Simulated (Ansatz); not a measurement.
`C[SiH](N)[AlH2]` and `C[SiH](N)[SiH2]N` differ in one atom or group.

Ansatz, PBE0-D4/def2-TZVP geometries, multiplicity 1. Each molecule was computed in one conformer, which needn't be the lowest.

```
                             property  `C[SiH](N)[AlH2]`
  HOMO energy (B3LYP/def2-TZVPP) / eV              -6.65
HOMO–LUMO gap (B3LYP/def2-TZVPP) / eV               4.63
LUMO energy (ωB97M-V/def2-TZVPP) / eV              -0.22
    HOMO energy (PBE/def2-TZVPP) / eV              -5.64
HOMO energy (ωB97M-V/def2-TZVPP) / eV              -8.91
 HOMO–LUMO gap (PBE0/def2-TZVPP) / eV               5.01
```

Q: Give the same properties after the change, and the shifts. (Estimate.)

A: The calculation gave: 
| property | `C[SiH](N)[SiH2]N` | shift |
| --- | --- | --- |
| HOMO energy (B3LYP/def2-TZVPP) / eV | -6.85 | -0.20 |
| HOMO–LUMO gap (B3LYP/def2-TZVPP) / eV | 6.56 | 1.93 |
| LUMO energy (ωB97M-V/def2-TZVPP) / eV | 1.51 | 1.73 |
| HOMO energy (PBE/def2-TZVPP) / eV | -5.73 | -0.09 |
| HOMO energy (ωB97M-V/def2-TZVPP) / eV | -9.25 | -0.34 |
| HOMO–LUMO gap (PBE0/def2-TZVPP) / eV | 6.97 | 1.96 |

With PBE0 the HOMO falls by 0.20 eV and the LUMO rises by 1.76 eV, so the gap widens by about 1.96 eV. PBE moves the HOMO by -0.09 eV and ωB97M-V by -0.34 eV.

B3LYP here is the variant with VWN-RPA as its local correlation; programs differ in this.
